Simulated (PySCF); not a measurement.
**Basis-set dependence of the excitation energy of Os**

Os [Xe] 4f14 5d6 6s2 (5D) → Os [Xe] 4f14 5d6 6s1 7s1 (7D). All values are computed (PySCF 2.14, energy differences of UHF-based or UKS calculations, no spin-orbit coupling). Values in eV.

| basis | Hamiltonian | functions | UHF | PBE | PBE0 | MP2 (valence) | CCSD(T) (valence) |
| --- | --- | --- | --- | --- | --- | --- | --- |
| aug-cc-pVDZ-PP with ECP60MDF | ECP | 54 | 4.187 | 5.638 | 5.422 | 5.511 | 5.613 |
| aug-cc-pwCVDZ-PP with ECP60MDF | ECP | 70 | 4.148 | 5.587 | 5.372 | 5.467 | 5.560 |
| aug-cc-pVTZ-PP with ECP60MDF | ECP | 88 | 4.134 | 5.572 | 5.366 | 5.574 | n/a |
| def2-QZVPPD with the def2 core potential (60 electrons) | ECP | 88 | 5.000 | 6.162 | 6.000 | 6.278 | 6.353 |

Frozen outside the core potential: valence: 5s2 5p6.

At CCSD(T) (valence), def2-QZVPPD with the def2 core potential (60 electrons) lies more than 0.3 eV from the median of the rows with comparable relativity. Of these, def2-QZVPPD with the def2 core potential (60 electrons) has no diffuse functions of the l that the added or promoted electron needs.
